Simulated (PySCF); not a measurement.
Peak assignment

Bonds (- single, = double, # triple, : aromatic): C1-Si2, Si2-C3, Si2-C4, Si2-C5, C5-P6, P6=C7, C7=C8, C8-F9. C1 carries H10, H11, H12; C3 carries H13, H14, H15; C4 carries H16, H17, H18; C5 carries H19, H20; C8 carries H21.

Non-relativistic, equivalent nuclei averaged, gas phase, a single conformation. Coordinates at the GFN2-xTB level; NMR shieldings at PBE0/pcSseg-1/GIAO; PySCF.

Referencing at the same level of theory: TMS for $^{13}$C, $^{1}$H.

**Question.** Assign these signals to the numbered atoms. $^{13}$C{$^{1}$H} NMR (computed): δ 258.3, 154.4, 30.7, 1.5.

**Answer.** 
| δ (ppm) | atoms | environment | reason |
| --- | --- | --- | --- |
| 258.3 | C7 | cumulene carbon | – |
| 154.4 | C8 | alkene CH | the olefinic region |
| 30.7 | C5 | sp3 CH2 bonded to P and Si | – |
| 1.5 | C1/C3/C4 | methyl carbon bonded to Si | an electropositive neighbour leaves it electron-rich and shielded |

**Question.** Assign these signals to the numbered atoms. $^{1}$H NMR (400 MHz, computed): δ 8.24 (m, 1H), 1.73 (m, 2H), 0.17 (s, 9H).

**Answer.** 
8.24 → H21, hydrogen on an alkene CH
1.73 → H19/H20, hydrogen on an sp3 CH2 bonded to P and Si
0.17 → H10/H11/H12/H13/H14/H15/H16/H17/H18, hydrogen on a methyl carbon bonded to Si: an electropositive neighbour shields it, as in TMS itself

Splittings by $^{19}$F and $^{31}$P in the carbon and heteronuclear signals aren't shown, as no couplings were computed. Shifts are as computed. Against solution values, carbons near 30 ppm lie about +3 ppm off and those near 130 ppm about +5 ppm. Of 1211 compounds with measured shifts, 218 miss one by over three times the rms of a fit or turn the order of signals round; such compounds aren't used in these exercises. Multiplicities follow the n + 1 count of equivalent neighbours, as no J values were calculated; m marks all less simple cases, F and P coupling included.
